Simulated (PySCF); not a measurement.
## Working out the ionisation energy of Co²⁺

Co²⁺ [Ar] 3d7 (4F) → Co³⁺ [Ar] 3d6 (5D). All numbers are calculated (PySCF 2.14, the spin-free X2C one-electron Hamiltonian (Gaussian nucleus), in x2c-SVPall). Frozen: [Ar]. Energies in hartree (1 hartree = 27.21139 eV):

| part | Co²⁺ (lower) | Co³⁺ (upper) |
| --- | --- | --- |
| UHF | -1390.815145 | -1389.659020 |
| MP2 opposite-spin | -0.059486 | -0.023696 |
| MP2 same-spin | -0.047577 | -0.035190 |

Task: What does Hartree-Fock give?

Result: (-1389.659020) − (-1390.815145) = 1.156125 hartree = 31.460 eV.

Task: What do MP2 and SCS-MP2 (6/5 opposite-spin, 1/3 same-spin) give?

Result: The opposite-spin parts differ by 0.974 eV and the same-spin parts by 0.337 eV. MP2: 31.460 + (0.974) + (0.337) = 32.771 eV. SCS-MP2: 31.460 + 1.2 × (0.974) + (0.337)/3 = 32.741 eV.

Reference: 33.5 ± 0.06 eV (semi-empirical (NIST evaluation); NIST Atomic Spectra Database, ionization energies), between the lowest levels; spin-orbit coupling is absent from the calculation.

A double-zeta basis recovers only part of the correlation energy.

What remains against the reference includes basis incompleteness, the frozen core and correlation beyond second order.
